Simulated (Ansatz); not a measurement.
Cost and result for the atomization energy of C2H7AlSSi, SMILES `C=C[SiH2][S][AlH2]` (12 atoms, 11 bonds).

Cartesian coordinates in Å:
```
C 1.8550 -0.4486 0.2313
C 0.8351 -0.7835 1.0153
Si -0.9234 -0.9774 0.4417
S -1.1480 -0.3938 -1.6035
Al -1.0458 1.7665 -1.3150
H 2.8679 -0.3518 0.6113
H 1.7180 -0.2678 -0.8315
H 1.0351 -0.9646 2.0716
H -1.3399 -2.4015 0.5272
H -1.8189 -0.1794 1.3199
H -1.0608 2.6541 -2.6212
H -0.9745 2.3477 0.1529
```

Charge 0, multiplicity 1. All single points use the PBE0-D4/def2-TZVP geometry. It is one conformer, not always the lowest. Program: Ansatz. All runs use 4 threads of an Arm Neoverse V1 on a shared host. Times are those of one run each, without the atoms' runs, and a repeat can differ threefold. Electronic energies, without spin–orbit coupling; frozen cores. CCSD(T)/CBS adds CCSD(T) − MP2 in def2-TZVPP to the MP2 limit, and its time is that of the two runs behind it. T1 = 0.012. B3LYP takes the VWN-RPA correlation (the form of Gaussian; ORCA's B3LYP/G).

CCSD(T)/CBS is a level of theory with its own doubt, some kJ/mol a heavy atom from the limit and from the frozen cores, so smaller differences don't rank the functionals.

```json
{"level": "PBE-D4/def2-TZVPP (with forces)", "functions": "286", "wall time": "3.4 s", "atomization (kJ/mol)": "4162.2", "difference from CCSD(T)/CBS": "21.5", "per bond": "2.0"}
{"level": "PBE0-D4/def2-TZVPP", "functions": "286", "wall time": "4.4 s", "atomization (kJ/mol)": "4126.8", "difference from CCSD(T)/CBS": "-13.9", "per bond": "-1.3"}
{"level": "r2SCAN-D4/def2-TZVPP (with forces)", "functions": "286", "wall time": "6.5 s", "atomization (kJ/mol)": "4150.2", "difference from CCSD(T)/CBS": "9.5", "per bond": "0.9"}
{"level": "B3LYP-D4/def2-TZVPP (with forces)", "functions": "286", "wall time": "7 s", "atomization (kJ/mol)": "4127.5", "difference from CCSD(T)/CBS": "-13.2", "per bond": "-1.2"}
{"level": "B2PLYP/def2-TZVPP", "functions": "286", "wall time": "8 s", "atomization (kJ/mol)": "4076.1", "difference from CCSD(T)/CBS": "-64.6", "per bond": "-5.9"}
{"level": "ωB97X-V/def2-TZVPP", "functions": "286", "wall time": "11 s", "atomization (kJ/mol)": "4156.2", "difference from CCSD(T)/CBS": "15.5", "per bond": "1.4"}
{"level": "ωB97M-V/def2-TZVPP (with forces)", "functions": "286", "wall time": "16 s", "atomization (kJ/mol)": "4151.3", "difference from CCSD(T)/CBS": "10.6", "per bond": "1.0"}
{"level": "MP2/def2-QZVPP", "functions": "534", "wall time": "30 s", "atomization (kJ/mol)": "4130.6", "difference from CCSD(T)/CBS": "-10.1", "per bond": "-0.9"}
{"level": "CCSD(T)/def2-TZVPP", "functions": "286", "wall time": "2.9 min", "atomization (kJ/mol)": "4031.2", "difference from CCSD(T)/CBS": "-109.5", "per bond": "-9.9"}
{"level": "CCSD(T)/CBS(def2)", "functions": "–", "wall time": "3.4 min", "atomization (kJ/mol)": "4140.7", "difference from CCSD(T)/CBS": "0.0", "per bond": "0.0"}
```

The D4 term adds +53.2 kJ/mol with B3LYP and +28.2 kJ/mol with PBE0; it sums over pairs of atoms, weighted by their polarisabilities, and B3LYP, whose exchange is more repulsive, gets the larger term. From PBE to PBE0 (25 % exact exchange), in def2-TZVPP and without D4, the atomization energy moves by −30.9 kJ/mol: exact exchange takes away binding that semilocal exchange gives to molecules. In def2-TZVPP, CCSD(T) changes the Hartree–Fock value by +915.8 kJ/mol (the triples alone add +57.2 kJ/mol) and MP2 by +950.6 kJ/mol; breaking electron pairs costs correlation energy, which Hartree–Fock lacks.
